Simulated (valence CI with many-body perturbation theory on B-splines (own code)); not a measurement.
**Tm LXIV: electric-dipole lines**

Calculated by valence CI with perturbative core correlation (CI+MBPT): four valence electrons over a frozen Dirac-Fock core [He], a basis of 11 s, 11 p, 10 d, 8 f, 5 g, 2 h functions for each j, with the one-electron correlation potential Σ1 (screened to all orders), the two-electron term Σ2, the three-electron term Σ3, Breit, model QED; selected single and double excitations, second order for the rest, scaled by the run's own slope (own B-spline code, finite nucleus).

The last digits are not significant, and no measured levels were compared; by estimate large intervals hold to a few tenths of a per cent, small ones and those within an open d or f shell to about a per cent. Among the levels kept, up to 990 cm⁻¹ of a level comes from second order outside the variational space, and about a tenth of that is noise between levels of different J, which matters for small intervals.

Lines 201 to 250 of 535 in falling wavelength, among levels below 11999 eV, chosen from the strongest by gf and those to the six lowest levels. Wavelengths and rates use the calculated energies. Electric multipoles are in the length gauge with retardation, E1 and E2 with the static RPA response of the core. Weak lines are less certain than strong ones. Lines between different terms over intervals too small for the method are left out, as are lines whose strength nearly cancels. The highest levels of a list are the least certain.

Levels are named by their leading jj configuration (3d3/2^4 stands for four electrons in 3d with j = 3/2), which in mixed levels can hold well under half, so a name can repeat and another be missing. Letters in brackets count levels of one name in rising energy.

```tsv
λ vac (Å)	Upper	Lower	A (s⁻¹)	S (a.u.)
9.174	(2s 2p1/2 2p3/2 3p3/2) J=1 [c]	(2s^2 2p1/2 3p3/2) J=1	3.98e+12	4.55e-03
9.173	(2s 2p1/2 2p3/2 3d5/2) J=1 [b]	(2s^2 2p1/2 3d5/2) J=2	6.14e+12	7.02e-03
9.172	(2s 2p1/2 2p3/2 3s) J=2 [c]	(2s^2 2p1/2 3s) J=1	5.60e+12	1.07e-02
9.171	(2s 2p1/2 2p3/2 3p3/2) J=2 [d]	(2s^2 2p1/2 3p3/2) J=2	5.27e+12	1.00e-02
9.169	(2s 2p1/2 2p3/2 3s) J=1 [c]	(2s^2 2p1/2 3s) J=0	5.33e+12	6.09e-03
9.168	(2s 2p3/2^2 3d3/2) J=2 [c]	(2s^2 2p3/2 3d3/2) J=1	2.22e+12	4.22e-03
9.164	(2p1/2^2 2p3/2 3d3/2) J=2	(2s 2p1/2^2 3d3/2) J=1	2.06e+12	3.91e-03
9.163	(2p1/2 2p3/2^2 3p1/2) J=0	(2s 2p1/2 2p3/2 3p1/2) J=1 [c]	1.00e+13	3.81e-03
9.162	(2p1/2^2 2p3/2 3p1/2) J=2	(2s 2p1/2^2 3p1/2) J=1	3.95e+12	7.49e-03
9.159	(2p1/2^2 2p3/2 3d5/2) J=3	(2s 2p1/2^2 3d5/2) J=2	1.84e+12	4.88e-03
9.155	(2s 2p3/2^2 3s) J=1 [b]	(2s^2 2p3/2 3s) J=1	8.73e+12	9.92e-03
9.153	(2p1/2^2 2p3/2 3d3/2) J=3	(2s 2p1/2^2 3d3/2) J=2	3.87e+12	1.03e-02
9.153	(2s 2p3/2^2 3d5/2) J=3 [c]	(2s^2 2p3/2 3d5/2) J=2	2.62e+12	6.95e-03
9.145	(2s 2p3/2^2 3d3/2) J=1 [c]	(2s^2 2p3/2 3d3/2) J=0	3.54e+12	4.01e-03
9.145	(2s 2p3/2^2 3s) J=1 [a]	(2s^2 2p3/2 3s) J=2	4.93e+12	5.58e-03
9.142	(2s 2p3/2^2 3d3/2) J=2 [c]	(2s^2 2p3/2 3d3/2) J=3	3.19e+12	6.01e-03
9.140	(2p1/2 2p3/2^2 3p3/2) J=1 [c]	(2s 2p1/2 2p3/2 3p3/2) J=2 [c]	3.95e+12	4.46e-03
9.137	(2s 2p3/2^2 3p1/2) J=1 [b]	(2s^2 2p3/2 3p1/2) J=2	4.99e+12	5.63e-03
9.135	(2s 2p3/2^2 3p3/2) J=3 [b]	(2s^2 2p3/2 3p3/2) J=3	7.49e+12	1.97e-02
9.131	(2p1/2^2 2p3/2 3s) J=2	(2s 2p1/2^2 3s) J=1	4.06e+12	7.63e-03
9.130	(2p1/2 2p3/2^2 3p3/2) J=2 [c]	(2s 2p1/2 2p3/2 3p3/2) J=3 [c]	3.67e+12	6.90e-03
9.129	(2s 2p3/2^2 3d5/2) J=4 [b]	(2s^2 2p3/2 3d5/2) J=4	6.69e+12	2.26e-02
9.127	(2s 2p3/2^2 3p1/2) J=2 [b]	(2s^2 2p3/2 3p1/2) J=2	8.68e+12	1.63e-02
9.127	(2s 2p3/2^2 3p1/2) J=1 [a]	(2s^2 2p3/2 3p1/2) J=1	8.51e+12	9.58e-03
9.126	(2s 2p3/2^2 3p3/2) J=2 [b]	(2s^2 2p3/2 3p3/2) J=3	6.67e+12	1.25e-02
9.124	(2s 2p1/2 2p3/2 3p3/2) J=1 [d]	(2s^2 2p1/2 3p3/2) J=2	3.81e+12	4.29e-03
9.118	(2s 2p1/2 2p3/2 3d3/2) J=1 [d]	(2s^2 2p1/2 3d3/2) J=2	3.39e+12	3.80e-03
9.114	(2s 2p3/2^2 3d3/2) J=3 [b]	(2s^2 2p3/2 3d3/2) J=3	4.89e+12	1.28e-02
9.111	(2p1/2 2p3/2^2 3s) J=2 [b]	(2s 2p1/2 2p3/2 3s) J=2 [b]	3.33e+12	6.22e-03
9.109	(2s 2p3/2^2 3d5/2) J=3 [b]	(2s^2 2p3/2 3d5/2) J=4	6.68e+12	1.74e-02
9.095	(2s 2p1/2 2p3/2^2) J=0	(2s^2 2p1/2 2p3/2) J=1	5.13e+12	1.90e-03
9.094	(2s 2p3/2^2 3d5/2) J=2 [c]	(2s^2 2p3/2 3d5/2) J=3	5.69e+12	1.06e-02
9.090	(2s 2p3/2^2 3d3/2) J=2 [c]	(2s^2 2p3/2 3d3/2) J=2	2.98e+12	5.52e-03
9.088	(2p1/2 2p3/2^2 3d3/2) J=4	(2s 2p1/2 2p3/2 3d3/2) J=4	3.60e+12	1.20e-02
9.087	(2p1/2^2 2p3/2 3d3/2) J=1	(2s 2p1/2^2 3d3/2) J=1	3.90e+12	4.33e-03
9.082	(2p1/2 2p3/2^2 3d3/2) J=2 [b]	(2s 2p1/2 2p3/2 3d3/2) J=2 [b]	2.69e+12	4.97e-03
9.081	(2p1/2 2p3/2^2 3p1/2) J=3	(2s 2p1/2 2p3/2 3p1/2) J=3	4.12e+12	1.06e-02
9.079	(2p1/2^2 2p3/2 3p3/2) J=2	(2s 2p1/2^2 3p3/2) J=1	2.00e+12	3.70e-03
9.078	(2p1/2^2 2p3/2 3d5/2) J=1	(2s 2p1/2^2 3d5/2) J=2	4.71e+12	5.21e-03
9.076	(2s 2p3/2^2 3s) J=2 [b]	(2s^2 2p3/2 3s) J=2	8.20e+12	1.51e-02
9.076	(2s 2p1/2 2p3/2^2) J=1 [a]	(2s^2 2p1/2 2p3/2) J=2	7.55e+11	8.36e-04
9.073	(2s 2p3/2^2 3d5/2) J=1 [b]	(2s^2 2p3/2 3d5/2) J=2	5.98e+12	6.61e-03
9.065	(2p1/2 2p3/2^2 3p3/2) J=4	(2s 2p1/2 2p3/2 3p3/2) J=4	3.91e+12	1.29e-02
9.059	(2s 2p3/2^2 3d5/2) J=2 [a]	(2s^2 2p3/2 3d3/2) J=3	2.38e+12	4.37e-03
9.047	(2p1/2^2 2p3/2 3p3/2) J=2	(2s 2p1/2^2 3p3/2) J=2	2.27e+12	4.15e-03
9.046	(2p1/2^2 2p3/2 3d5/2) J=3	(2s 2p1/2^2 3d5/2) J=3	2.53e+12	6.47e-03
9.044	(2p1/2 2p3/2^2 3p1/2) J=2 [b]	(2s 2p1/2 2p3/2 3p1/2) J=2 [b]	4.34e+12	7.92e-03
9.044	(2s 2p3/2^2 3p3/2) J=1 [c]	(2s^2 2p3/2 3p3/2) J=2	6.48e+12	7.10e-03
9.038	(2s 2p1/2^2 2p3/2) J=1	(2s^2 2p1/2^2) J=0	6.45e+12	7.05e-03
9.037	(2p1/2 2p3/2^2 3d3/2) J=3 [b]	(2s 2p1/2 2p3/2 3d3/2) J=3 [b]	3.36e+12	8.56e-03
```
